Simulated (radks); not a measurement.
The tin anion Sn4-, [Xe], held by a Watson sphere: a shell of charge +4 at radius R that stands for the Madelung well of a crystal (potential energy -4/R inside, -4/r outside, in hartree with lengths in bohr). Calculated with a radial shooting solver on a logarithmic mesh with Libxc functionals: scalar-relativistic Kohn-Sham, PBEsol, spin-unpolarised, spherical densities, finite nucleus; Fermi nuclear charge, rms radius of each element as measured or else 0.836 A^(1/3) + 0.57 fm. Response by self-consistent Sternheimer equations with the Hartree and adiabatic LDA kernel, the relativistic mass of each level held fixed and spin-orbit coupling left out. The sphere does not respond.

R (bohr),e(4d) (eV),e(5s) (eV),e(5p) (eV),<r> 5p (bohr),sum of <r^2> (bohr^2),X-ray form factor at sin(theta)/lambda = 0.3 1/angstrom,alpha (bohr^3)
3.1,-24.729,-12.235,-6.060,3.166,106.9,34.585,77.54
3.76,-23.750,-10.620,-5.078,3.528,125.3,34.716,122.9
3.93,-23.607,-10.293,-4.853,3.623,130.3,34.734,138.2
4.36,-23.351,-9.603,-4.340,3.866,143.8,34.760,185.0
5.3,-23.093,-8.648,-3.481,4.411,176.9,34.768,337.5
5.31,-23.091,-8.641,-3.474,4.417,177.2,34.768,339.6
5.34,-23.087,-8.621,-3.452,4.435,178.4,34.768,345.8
5.39,-23.081,-8.588,-3.415,4.464,180.3,34.768,356.3
